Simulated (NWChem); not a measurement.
## Basis-set dependence for H2O2Zn

```
Zn
O 1 1.7670
H 2 0.9622 1 114.41
O 1 1.7670 2 174.96 3 129.61
H 4 0.9622 1 114.41 2 129.61
```
Charge 0, spin multiplicity 1.

Program: NWChem. All single points use one geometry, from PBE0/def2-SVP, a minimum by its harmonic frequencies. It is one conformer; others weren't searched.

Hartree-Fock energies in Ha, correlation energies in mHa.

The correlated methods keep 11 core orbitals frozen. The structure started from a generated list of species.

```
basis      functions          RHF     MP2  SCS-MP2
---------  ---------  -----------  ------  -------
STO-3G            30  -1906.12014  -163.6   -171.5
def2-SVP          69  -1928.34225  -686.9   -638.0
def2-TZVP        122  -1928.78642  -915.3   -854.0
```

From def2-SVP to def2-TZVP the Hartree-Fock energy moves by -444.2 mHa and the MP2 correlation energy by -228.3 mHa, which is 25 % of its value in the larger set.
